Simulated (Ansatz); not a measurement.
Calculation: PBE-D3(BJ)/def2-SVP in Ansatz (a first-principles code). No frequencies were computed at this level.

Ansatz 0.2 input:
```yaml
crystal:
  periodic: [false, false, false]
  atoms:
    - { symbol: Zn, position_ang: [0.035773, -0.46443, 0.031646] }
    - { symbol: O, position_ang: [-0.926215, 0.078152, 1.334245] }
    - { symbol: H, position_ang: [-1.303468, -0.50525, 1.989196] }
    - { symbol: O, position_ang: [0.917301, 0.037738, -1.342157] }
    - { symbol: H, position_ang: [1.385807, -0.564306, -1.916293] }
basis:
  gaussian: { orbitals: def2-svp }
hamiltonian:
  xc: pbe
  dispersion: d3bj
relax:
  max_steps: 150
```

Output:

```
Functional definition: PBE
760 factors; their error is unknown
mean field evaluation 1: about -52509.0263 eV, gradient 9.7e1 eV
mean field evaluation 2: about -52373.8440 eV, gradient 2.4e2 eV
mean field evaluation 4: about -52523.3035 eV, gradient 3.3e1 eV
mean field evaluation 8: about -52524.5860 eV, gradient 9.5e-2 eV
mean field -52524.58600835 eV, -1930.2429333636 hartree, gradient 5.4e-5 eV, S^2 0.000000; 0 other end points of the search recorded, 0 dependent functions left out
reference -52524.58605177 eV, -1930.2429349596 hartree; 24, 24 occupied and 45, 45 virtual orbitals, 760 factors
relax step   1: F+E_penalty+E_count = -52524.63893369 eV  Δ(F+E_penalty+E_count) = +0.000e0 eV  max|allowed force component| = 1.107e0 eV/Å  Δτ_max = 0.0000 Å  (25 SCF iters, accepted)
these checks for a lower state are left out or cut short: starts, cluster_reference, orbital_swaps, neighbouring_geometries, increment
760 factors; their error is unknown
mean field evaluation 16: about -52524.7321 eV, gradient 4.6e0 eV
mean field -52524.75305076 eV, -1930.2490720592 hartree, gradient 1.0e-5 eV, S^2 0.000000; 0 other end points of the search recorded, 0 dependent functions left out
reference -52524.75309417 eV, -1930.2490736544 hartree; 24, 24 occupied and 45, 45 virtual orbitals, 760 factors
relax step   2: F+E_penalty+E_count = -52524.80537363 eV  Δ(F+E_penalty+E_count) = -1.664e-1 eV  max|allowed force component| = 7.183e-1 eV/Å  Δτ_max = 0.0771 Å  (27 SCF iters, accepted)
these checks for a lower state are left out or cut short: starts, cluster_reference, orbital_swaps, neighbouring_geometries, increment
760 factors; their error is unknown
mean field -52524.84543627 eV, -1930.2524671639 hartree, gradient 6.2e-5 eV, S^2 0.000000; 0 other end points of the search recorded, 0 dependent functions left out
reference -52524.84547959 eV, -1930.2524687560 hartree; 24, 24 occupied and 45, 45 virtual orbitals, 760 factors
relax step   3: F+E_penalty+E_count = -52524.89699702 eV  Δ(F+E_penalty+E_count) = -9.162e-2 eV  max|allowed force component| = 6.602e-1 eV/Å  Δτ_max = 0.1952 Å  (29 SCF iters, accepted)
these checks for a lower state are left out or cut short: starts, cluster_reference, orbital_swaps, neighbouring_geometries, increment
760 factors; their error is unknown
mean field evaluation 32: about -52524.8902 eV, gradient 2.4e-5 eV
mean field -52524.89015826 eV, -1930.2541106667 hartree, gradient 6.2e-5 eV, S^2 0.000000; 0 other end points of the search recorded, 0 dependent functions left out
reference -52524.89020192 eV, -1930.2541122712 hartree; 24, 24 occupied and 45, 45 virtual orbitals, 760 factors
relax step   4: F+E_penalty+E_count = -52524.94201177 eV  Δ(F+E_penalty+E_count) = -4.501e-2 eV  max|allowed force component| = 3.431e-1 eV/Å  Δτ_max = 0.0818 Å  (23 SCF iters, accepted)
these checks for a lower state are left out or cut short: starts, cluster_reference, orbital_swaps, neighbouring_geometries, increment
760 factors; their error is unknown
mean field -52524.90790336 eV, -1930.2547627873 hartree, gradient 6.2e-6 eV, S^2 0.000000; 0 other end points of the search recorded, 0 dependent functions left out
reference -52524.90794730 eV, -1930.2547644020 hartree; 24, 24 occupied and 45, 45 virtual orbitals, 760 factors
relax step   5: F+E_penalty+E_count = -52524.95999758 eV  Δ(F+E_penalty+E_count) = -1.799e-2 eV  max|allowed force component| = 6.679e-2 eV/Å  Δτ_max = 0.0745 Å  (26 SCF iters, accepted)
these checks for a lower state are left out or cut short: starts, cluster_reference, orbital_swaps, neighbouring_geometries, increment
760 factors; their error is unknown
mean field -52524.90963807 eV, -1930.2548265365 hartree, gradient 1.6e-5 eV, S^2 0.000000; 0 other end points of the search recorded, 0 dependent functions left out
reference -52524.90968209 eV, -1930.2548281542 hartree; 24, 24 occupied and 45, 45 virtual orbitals, 760 factors
relax step   6: F+E_penalty+E_count = -52524.96178328 eV  Δ(F+E_penalty+E_count) = -1.786e-3 eV  max|allowed force component| = 9.290e-3 eV/Å  Δτ_max = 0.0291 Å  (26 SCF iters, accepted)
these checks for a lower state are left out or cut short: starts, cluster_reference, orbital_swaps, neighbouring_geometries, increment
760 factors; their error is unknown
mean field -52524.90983797 eV, -1930.2548338830 hartree, gradient 2.4e-5 eV, S^2 0.000000; 0 other end points of the search recorded, 0 dependent functions left out
reference -52524.90988201 eV, -1930.2548355013 hartree; 24, 24 occupied and 45, 45 virtual orbitals, 760 factors
relax step   7: F+E_penalty+E_count = -52524.96198239 eV  Δ(F+E_penalty+E_count) = -1.991e-4 eV  max|allowed force component| = 3.597e-2 eV/Å  Δτ_max = 0.0221 Å  (25 SCF iters, accepted)
these checks for a lower state are left out or cut short: starts, cluster_reference, orbital_swaps, neighbouring_geometries, increment
760 factors; their error is unknown
mean field -52524.92394382 eV, -1930.2553522632 hartree, gradient 7.1e-5 eV, S^2 0.000000; 0 other end points of the search recorded, 0 dependent functions left out
reference -52524.92398841 eV, -1930.2553539018 hartree; 24, 24 occupied and 45, 45 virtual orbitals, 760 factors
relax step   8: F+E_penalty+E_count = -52524.97612867 eV  Δ(F+E_penalty+E_count) = -1.415e-2 eV  max|allowed force component| = 1.521e-1 eV/Å  Δτ_max = 0.2000 Å  (30 SCF iters, accepted)
these checks for a lower state are left out or cut short: starts, cluster_reference, orbital_swaps, neighbouring_geometries, increment
760 factors; their error is unknown
mean field evaluation 64: about -52524.9285 eV, gradient 6.1e-2 eV
mean field -52524.92851593 eV, -1930.2555202853 hartree, gradient 7.2e-5 eV, S^2 0.000000; 0 other end points of the search recorded, 0 dependent functions left out
reference -52524.92856123 eV, -1930.2555219498 hartree; 24, 24 occupied and 45, 45 virtual orbitals, 760 factors
relax step   9: F+E_penalty+E_count = -52524.98064486 eV  Δ(F+E_penalty+E_count) = -4.516e-3 eV  max|allowed force component| = 1.793e-1 eV/Å  Δτ_max = 0.2000 Å  (30 SCF iters, accepted)
these checks for a lower state are left out or cut short: starts, cluster_reference, orbital_swaps, neighbouring_geometries, increment
760 factors; their error is unknown
mean field -52524.93095137 eV, -1930.2556097860 hartree, gradient 7.2e-6 eV, S^2 0.000000; 0 other end points of the search recorded, 0 dependent functions left out
reference -52524.93099659 eV, -1930.2556114479 hartree; 24, 24 occupied and 45, 45 virtual orbitals, 760 factors
relax step  10: F+E_penalty+E_count = -52524.98316986 eV  Δ(F+E_penalty+E_count) = -2.525e-3 eV  max|allowed force component| = 1.719e-2 eV/Å  Δτ_max = 0.0532 Å  (27 SCF iters, accepted)
these checks for a lower state are left out or cut short: starts, cluster_reference, orbital_swaps, neighbouring_geometries, increment
760 factors; their error is unknown
mean field -52524.93106536 eV, -1930.2556139751 hartree, gradient 7.0e-5 eV, S^2 0.000000; 0 other end points of the search recorded, 0 dependent functions left out
reference -52524.93111058 eV, -1930.2556156369 hartree; 24, 24 occupied and 45, 45 virtual orbitals, 760 factors
relax step  11: F+E_penalty+E_count = -52524.98328538 eV  Δ(F+E_penalty+E_count) = -1.155e-4 eV  max|allowed force component| = 3.382e-2 eV/Å  Δτ_max = 0.0076 Å  (25 SCF iters, accepted)
these checks for a lower state are left out or cut short: starts, cluster_reference, orbital_swaps, neighbouring_geometries, increment
760 factors; their error is unknown
mean field -52524.93121418 eV, -1930.2556194441 hartree, gradient 7.1e-5 eV, S^2 0.000000; 0 other end points of the search recorded, 0 dependent functions left out
reference -52524.93125932 eV, -1930.2556211027 hartree; 24, 24 occupied and 45, 45 virtual orbitals, 760 factors
relax step  12: F+E_penalty+E_count = -52524.98341719 eV  Δ(F+E_penalty+E_count) = -1.318e-4 eV  max|allowed force component| = 2.629e-3 eV/Å  Δτ_max = 0.0123 Å  (24 SCF iters, accepted)
760 factors; their error is unknown
mean field evaluation 96: about -52524.9312 eV, gradient 2.9e-3 eV
mean field -52524.93121418 eV, -1930.2556194441 hartree, gradient 7.1e-5 eV, S^2 0.000000; 1 other end points of the search recorded, 0 dependent functions left out
reference -52524.93125932 eV, -1930.2556211027 hartree; 24, 24 occupied and 45, 45 virtual orbitals, 760 factors
Total energy: -52524.98346232 eV, -1930.2575395278 hartree
Atom 0 at     0.010611    -0.127344     0.009112 Å, force    -0.000834     0.002629     0.000121 eV/Å
Atom 1 at    -1.253790    -0.036106     1.259072 Å, force     0.001856    -0.001399     0.000502 eV/Å
Atom 2 at    -1.012166    -0.564938     2.042236 Å, force    -0.000151     0.000247    -0.001807 eV/Å
Atom 3 at     1.259460    -0.016314    -1.254820 Å, force    -0.001723    -0.002071     0.000023 eV/Å
Atom 4 at     1.105083    -0.673394    -1.958962 Å, force     0.000853     0.000593     0.001161 eV/Å
Dipole moment:     0.029850    -0.402643     0.027023 e Å
```

Cost: around 23 core-seconds (rough).
